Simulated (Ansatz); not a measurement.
The cluster Cd₅⁻, relaxed as a doublet with UKS PBE/def2-SVPD in Ansatz, starting from the GFN1-xTB geometry. Force threshold 0.02 eV/Å.

In the def2 sets Cd takes a core potential; there is no spin–orbit coupling. The highest occupied level of the charge -1 doublet lies above zero (up to 0.63 eV). The electron is either unbound and held by the finite basis, or the level is raised by self-interaction error. The structure comes from a short search, and lower isomers may exist.

Start:

```csv
atom,x (Å),y (Å),z (Å)
Cd1,1.438,-2.417,-1.132
Cd2,1.793,-1.210,1.551
Cd3,-0.123,1.576,1.229
Cd4,-2.737,1.778,-0.027
Cd5,-0.371,0.272,-1.622
```

```
step  energy (eV)  largest force component (eV/Å)  SCF passes
   1  -22824.3727                           0.248          20
   2  -22824.4055                           0.157          32
   3  -22824.4642                           0.118          37
   4  -22824.5046                           0.127          32
   5  -22824.5255                           0.038          31
   6  -22824.5292                           0.032          26
   7  -22824.5315                           0.017          28
   8  -22824.5323                           0.005          25
   9  -22824.5325                           0.003          25
```

Force components are those of the run's own axes.

End:

```xyz
5

Cd    1.178   -2.693   -1.329
Cd    1.876   -0.823    1.133
Cd   -0.264    1.649    1.647
Cd   -2.698    1.720   -0.383
Cd   -0.092    0.147   -1.068
```

Bonds formed: Cd2–Cd5 (atoms count from 1).

The force fell under the threshold at step 7, but the optimiser went on. No frequencies were taken in this run, so the end may be a saddle point.

Run time 70 s (4 threads of Intel Xeon on a shared host).
